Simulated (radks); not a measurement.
Results of a calculation; reference values are marked as such.
Pm+, 60 electrons, occupied as [Xe] 4f4 6s1 6p1 (not the ground configuration). Code: a radial shooting solver on a logarithmic mesh with Libxc functionals. Model: Dirac Kohn-Sham, PBEsol, spin-unpolarised, spherical densities, finite nucleus; open shells are shared between the two j in proportion to 2j + 1; Fermi nuclear charge, rms radius 4.962 fm.

Unscreened Slater integrals over Kohn-Sham orbitals (cm^-1). Large and small components are both included.

integral,value
"F0(6p3/2,6p3/2)",43371
"F2(6p3/2,6p3/2)",23973
"F0(6p3/2,6p1/2)",44233
"G2(6p3/2,6p1/2)",24277
"F0(6p3/2,6s1/2)",47519
"G1(6p3/2,6s1/2)",29392
"F0(6p3/2,4f7/2)",56663
"F2(6p3/2,4f7/2)",7393.6
"G2(6p3/2,4f7/2)",1938.8
"G4(6p3/2,4f7/2)",1754.6
"F0(6p1/2,6p1/2)",45176
"F0(6p1/2,6s1/2)",48803
"G1(6p1/2,6s1/2)",31915
"F0(6p1/2,4f7/2)",58893
"G4(6p1/2,4f7/2)",1898.0
"F0(6s1/2,6s1/2)",53976
"F0(6s1/2,4f7/2)",69824
"G3(6s1/2,4f7/2)",2924.3
"F0(4f7/2,4f7/2)",215090
"F2(4f7/2,4f7/2)",100520
"F4(4f7/2,4f7/2)",62724
"F6(4f7/2,4f7/2)",45026
